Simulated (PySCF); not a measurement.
2-(disilanyl)ethanol (C2H10OSi2), SMILES OCC[SiH2][SiH3]. Geometry: PBE-D3(BJ)/def2-SVP. One conformer was computed; it need not be the lowest.

Give the equilibrium geometry at PBE-D3(BJ)/def2-SVP (PySCF confirms it by a frequency run) as bond lengths and angles. (An estimate is asked for; the answer gives what the named calculation found.)

One answer among several that fit: 
Atoms: O1 C2 C3 Si4 Si5 H6 H7 H8 H9 H10 H11 H12 H13 H14 H15. Bonded distances (Å): O1–C2 1.416, O1–H6 0.975, C2–C3 1.532, C2–H7 1.112, C2–H8 1.120, C3–Si4 1.907, C3–H9 1.114, C3–H10 1.111, Si4–Si5 2.355, Si4–H11 1.509, Si4–H12 1.507, Si5–H13 1.507, Si5–H14 1.507, Si5–H15 1.506. Angles (°): C2–O1–H6 107.0, O1–C2–C3 113.4, O1–C2–H7 105.6, O1–C2–H8 111.9, C3–C2–H7 109.9, C3–C2–H8 109.6, H7–C2–H8 106.1, C2–C3–Si4 114.9, C2–C3–H9 110.1, C2–C3–H10 109.4, Si4–C3–H9 107.2, Si4–C3–H10 108.4, H9–C3–H10 106.5, C3–Si4–Si5 111.1, C3–Si4–H11 110.2, C3–Si4–H12 109.4, Si5–Si4–H11 109.0, Si5–Si4–H12 109.4, H11–Si4–H12 107.7, Si4–Si5–H13 110.1, Si4–Si5–H14 110.7, Si4–Si5–H15 111.1, H13–Si5–H14 108.1, H13–Si5–H15 108.5, H14–Si5–H15 108.3.
Charge 0, spin multiplicity 1.
